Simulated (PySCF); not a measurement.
C4H7NSi. Atoms are numbered in the order given.

```xyz
13

C     -1.2203     2.2863     0.6409
C     -1.0825     1.1035     0.3955
C     -0.8219    -0.2592     0.0718
C     -1.7077    -1.2448     0.3138
Si     0.8650    -0.6268    -0.7152
N      2.2409    -0.1212     0.1988
H     -1.3680     3.3266     0.8638
H     -2.6859    -1.0490     0.7654
H     -1.4731    -2.2831     0.0598
H      0.9310     0.0882    -2.0234
H      0.9096    -2.1094    -0.8957
H      2.4772     0.8653     0.2069
H      2.4075    -0.5302     1.1120
```

Geometry optimised at PBE0-D3(BJ)/def2-SVP. The structure was generated by enumeration, and PubChem lists no compound with its InChIKey, so it may never have been made. Other conformers were not sampled.

All values below come from PBE0-D3(BJ)/def2-SVP run with PySCF.

Frequencies are harmonic and unscaled.

| mode | ν (cm⁻¹) | IR (km/mol) | moving atoms (share of kinetic energy) |
|---|---|---|---|
| 1 | 55 | 1.9 | N 31 %, H 31 %, C 28 %, Si 11 % |
| 2 | 109 | 2.0 | C 44 %, H 26 %, N 19 %, Si 11 % |
| 3 | 169 | 3.5 | H 40 %, C 31 %, N 16 %, Si 13 % |
| 4 | 208 | 20.6 | H 76 %, C 16 % |
| 5 | 271 | 7.1 | C 61 %, H 31 % |
| 6 | 299 | 11.3 | C 59 %, H 28 % |
| 7 | 430 | 184.7 | H 67 %, N 24 %, C 8 % |
| 8 | 460 | 38.2 | C 51 %, H 34 %, Si 14 % |
| 9 | 528 | 80.0 | C 42 %, H 28 %, Si 24 % |
| 10 | 556 | 24.1 | H 62 %, C 28 %, Si 9 % |
| 11 | 639 | 2.7 | C 71 %, H 21 % |
| 12 | 675 | 33.3 | H 78 %, C 22 % |
| 13 | 684 | 35.1 | H 77 %, C 23 % |
| 14 | 754 | 3.8 | H 70 %, C 28 % |
| 15 | 770 | 5.3 | H 90 % |
| 16 | 853 | 6.8 | N 44 %, H 38 %, Si 17 % |
| 17 | 900 | 259.7 | H 80 %, Si 15 % |
| 18 | 910 | 89.0 | H 80 %, N 10 %, Si 9 % |
| 19 | 921 | 95.3 | H 77 %, Si 12 %, N 9 % |
| 20 | 942 | 6.0 | H 50 %, C 49 % |
| 21 | 970 | 32.8 | H 72 %, C 28 % |
| 22 | 1206 | 8.9 | C 71 %, H 27 % |
| 23 | 1417 | 11.9 | H 84 %, C 16 % |
| 24 | 1549 | 39.9 | H 90 %, N 10 % |
| 25 | 1670 | 2.5 | C 89 %, H 11 % |
| 26 | 2213 | 10.3 | C 90 %, H 10 % |
| 27 | 2230 | 110.4 | H 97 % |
| 28 | 2244 | 114.1 | H 96 % |
| 29 | 3150 | 5.7 | H 95 % |
| 30 | 3255 | 2.0 | H 89 %, C 11 % |
| 31 | 3489 | 88.1 | H 86 %, C 14 % |
| 32 | 3606 | 31.1 | H 96 % |
| 33 | 3703 | 33.7 | H 91 %, N 9 % |
